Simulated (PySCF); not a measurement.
iodoethane (C$_{2}$H$_{5}$I), singlet, at a GFN2-xTB geometry (core potentials on I); PySCF with SVWN5/def2-SVP.

The PySCF input:
```python
from pyscf import gto, scf, dft

mol = gto.Mole()
mol.atom = '''
    C    -2.41282299   -0.33439221   -0.19734937
    C    -1.09297230   -1.03502268   -0.42130964
    I     0.58937418    0.22523880    0.10213485
    H    -2.53635536   -0.05580000    0.84720779
    H    -3.22617604   -1.00502504   -0.47345954
    H    -2.48722794    0.56497300   -0.80528000
    H    -1.00085071   -1.92477394    0.19601841
    H    -0.95144947   -1.30054098   -1.46567976
'''
mol.basis = 'def2-svp'
mol.ecp = {'I': 'def2-svp'}
mol.verbose = 4
mol.symmetry = True
mol.build()

mf = dft.RKS(mol)
mf.xc = 'lda,vwn'
mf.kernel()
mf.analyze()
```

Question: Predict the main parts of the log of this PySCF run.

Answer: 
```
PySCF version 2.14.0

[INPUT] verbose = 4
[INPUT] num. atoms = 8
[INPUT] num. electrons = 42
[INPUT] charge = 0
[INPUT] spin (= nelec alpha-beta = 2S) = 0
[INPUT] symmetry True subgroup None
[INPUT] Mole.unit = angstrom
[INPUT] Symbol           X                Y                Z      unit          X                Y                Z       unit  Magmom
[...]
nuclear repulsion = 120.823966732413
point group symmetry = Cs
symmetry origin: [ 7.55890441e-09  2.69960871e-09 -2.96956963e-09]
symmetry axis x: [ 0.32807493 -0.88748258 -0.32363794]
symmetry axis y: [-0.94424198 -0.2979971  -0.14001721]
symmetry axis z: [-0.02781966 -0.35152866  0.93576368]
num. orbitals of irrep A' = 52
num. orbitals of irrep A" = 27
number of shells = 37
number of NR pGTOs = 144
number of NR cGTOs = 79
basis = def2-svp
ecp = {'I': 'def2-svp'}

******** <class 'pyscf.dft.rks_symm.SymAdaptedRKS'> ********
method = SymAdaptedRKS
initial guess = minao
damping factor = 0
level_shift factor = 0
DIIS = <class 'pyscf.scf.diis.CDIIS'>
diis_start_cycle = 1
diis_space = 8
diis_damp = 0
SCF conv_tol = 1e-09
SCF conv_tol_grad = None
SCF max_cycles = 50
direct_scf = True
direct_scf_tol = 1e-13
XC library pyscf.dft.libxc version 7.1.2
    S. Lehtola, C. Steigemann, M. J. T. Oliveira, and M. A. L. Marques,  SoftwareX 7, 1–5 (2018)
XC functionals = lda,vwn
    P. A. M. Dirac,  Math. Proc. Cambridge Philos. Soc. 26, 376 (1930)
    F. Bloch,  Z. Phys. 57, 545 (1929)
    S. H. Vosko, L. Wilk, and M. Nusair,  Can. J. Phys. 58, 1200 (1980)
radial grids:
    Treutler-Ahlrichs [JCP 102, 346 (1995); DOI:10.1063/1.469408] (M4) radial grids

becke partition: Becke, JCP 88, 2547 (1988); DOI:10.1063/1.454033
pruning grids: <function nwchem_prune>
grids dens level: 3
symmetrized grids: True
atomic radii adjust function: <function treutler_atomic_radii_adjust>
small_rho_cutoff = 0
Freeze 0 electrons in irreps []
    42 free electrons in irreps A' A"
Set gradient conv threshold to 3.16228e-05
Initial guess from minao.
tot grids = 99240
init E= -344.807547628509
HOMO (A") = -0.695693626832936  LUMO (A') = -0.652013518187262  gap/eV = 1.18860
cycle= 1 E= -373.13538269296  delta_E= -28.3  |g|=  3.6  |ddm|= 9.11
HOMO (A") = -0.0196764987784679  LUMO (A') = 0.0371245086085317  gap/eV = 1.54563
cycle= 2 E= -363.346862707096  delta_E= 9.79  |g|= 4.95  |ddm|= 22.1
HOMO (A") = -0.0206193051095998  LUMO (A') = -0.0164345957508338  gap/eV = 0.11387
cycle= 3 E= -372.96328723435  delta_E= -9.62  |g|= 2.29  |ddm|= 21.5
HOMO (A") = -0.24727901405026  LUMO (A') = -0.0495240196754327  gap/eV = 5.38119
cycle= 4 E= -375.421274909118  delta_E= -2.46  |g|= 1.01  |ddm|= 5.73
HOMO (A") = -0.130725435872696  LUMO (A') = -0.0215712542354041  gap/eV = 2.97024
cycle= 5 E= -375.512730070068  delta_E= -0.0915  |g|= 0.693  |ddm|= 1.81
HOMO (A") = -0.201247796768911  LUMO (A') = -0.026414916725793  gap/eV = 4.75744
cycle= 6 E= -375.654224792625  delta_E= -0.141  |g|= 0.344  |ddm|=  1.5
HOMO (A") = -0.22136757198001  LUMO (A') = -0.0676913950615283  gap/eV = 4.18174
cycle= 7 E= -375.684411450102  delta_E= -0.0302  |g|= 0.115  |ddm|= 0.443
HOMO (A") = -0.222610611250904  LUMO (A') = -0.0626363351655908  gap/eV = 4.35312
cycle= 8 E= -375.688100872363  delta_E= -0.00369  |g|= 0.0125  |ddm|= 0.119
HOMO (A") = -0.222796620529819  LUMO (A') = -0.063074631562456  gap/eV = 4.34626
cycle= 9 E= -375.6881547546  delta_E= -5.39e-05  |g|= 0.0022  |ddm|= 0.0214
HOMO (A") = -0.22269956703808  LUMO (A') = -0.0631004918758329  gap/eV = 4.34291
cycle= 10 E= -375.688156315697  delta_E= -1.56e-06  |g|= 0.000798  |ddm|= 0.00492
HOMO (A") = -0.222761299608549  LUMO (A') = -0.0631341836433901  gap/eV = 4.34368
cycle= 11 E= -375.688156558403  delta_E= -2.43e-07  |g|= 0.000138  |ddm|= 0.00146
HOMO (A") = -0.2227649542017  LUMO (A') = -0.0631287102901918  gap/eV = 4.34392
cycle= 12 E= -375.68815656359  delta_E= -5.19e-09  |g|= 1.91e-05  |ddm|= 0.00022
HOMO (A") = -0.222762099826268  LUMO (A') = -0.0631266227148632  gap/eV = 4.34390
cycle= 13 E= -375.688156563721  delta_E= -1.31e-10  |g|= 5.14e-06  |ddm|= 4.3e-05
HOMO (A") = -0.222762280894888  LUMO (A') = -0.0631267580439392  gap/eV = 4.34390
Extra cycle  E= -375.68815656372  delta_E= 6.82e-13  |g|= 4.89e-06  |ddm|= 2.04e-05
converged SCF energy = -375.68815656372
**** SCF Summaries ****
Total Energy =                        -375.688156563720327
Nuclear Repulsion Energy =             120.823966732413012
One-electron Energy =                 -863.558791208400066
Two-electron Energy =                  367.046667912266741
Two-electron Coulomb Energy =          400.745725925912893
DFT Exchange-Correlation Energy =      -33.699058013646145
HOMO-LUMO gap [eV] =                     4.343903834801703
Wave-function symmetry = A'
occupancy for each irrep:     A'   A"
                              15    6
**** MO energy ****
[...]
Dipole moment(X, Y, Z, Debye): -1.59847, -0.96079, -0.40845
```
